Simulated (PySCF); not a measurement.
C8H11AlS.
Cartesian coordinates in Å at the PBE0-D3(BJ)/def2-SVP level; atoms count from 1:
```xyz
21
C8H11AlS angstrom
C      3.352    0.395   -0.008
C      2.780    1.505    0.544
S      1.089    1.263    0.802
C      1.137   -0.366    0.120
C     -0.151   -1.020   -0.186
C     -1.217   -1.028    0.932
C     -2.567   -0.474    0.453
C     -2.387    0.889   -0.237
Al    -0.770    0.523   -1.307
C      2.426   -0.658   -0.263
H      4.422    0.323   -0.216
H      3.258    2.423    0.881
H      0.021   -2.005   -0.640
H     -1.340   -2.042    1.347
H     -0.863   -0.403    1.772
H     -3.274   -0.425    1.300
H     -3.007   -1.193   -0.264
H     -3.280    1.196   -0.806
H     -2.207    1.681    0.512
H     -0.155    1.061   -2.666
H      2.692   -1.607   -0.731
```

Method used: PBE0-D3(BJ)/def2-SVP geometry optimisation, gas phase in PySCF 2.14.0.

Q: Which atoms are bound to Al9, and at what distances?

A: 3 atoms: H20 1.586 Å, C8 1.973 Å, C5 2.005 Å. The nearest atom not counted as bound is C4, at 2.54 Å.

Q: List the angles at Al9.

A: 
```
     angle  degrees  distance of the outer atoms (Å)
C8–Al9–H20    136.0                             3.30
C5–Al9–H20    128.4                             3.24
 C5–Al9–C8     95.3                             2.94
```

Q: What is the shape at Al9?

A: Planar: angles 136.0°, 128.4° and 95.3°, sum 359.7°, 0.06 Å off the plane of its three neighbours. The Al–C distances aren't all alike: 1.973 to 2.005 Å.

Q: What are the other bond lengths?

A: C1–C2 1.366 Å; C2–S3 1.728 Å; S3–C4 1.767 Å; C4–C5 1.476 Å; C5–C6 1.545 Å; C6–C7 1.536 Å; C7–C8 1.539 Å; C4–C10 1.376 Å; C1–C10 1.425 Å. (A selection.)

Q: Give some angles away from the centre.

A: C2–C1–C10 113.6°, C1–C2–S3 110.9°, C2–S3–C4 92.6°, S3–C4–C5 117.7°, S3–C4–C10 109.2°, C5–C4–C10 131.7°, C4–C5–C6 117.0°, C4–C5–Al9 92.5°, C6–C5–Al9 101.3°, C5–C6–C7 112.2°.

Q: What are the rotational constants (commonest isotopes, rigid rotor)?

A: A = 2191, B = 715.3, C = 682.4 MHz: a near-prolate asymmetric top.

Point group: C1 (no symmetry element, even within 0.4 Å). Charge 0, singlet. Stationary, but not proved a minimum.

Hardware: an Arm Neoverse V1 with one thread, on a shared host. Cost: 6.3 min. That covers the optimisation of the geometry.

One conformer stands for the species.
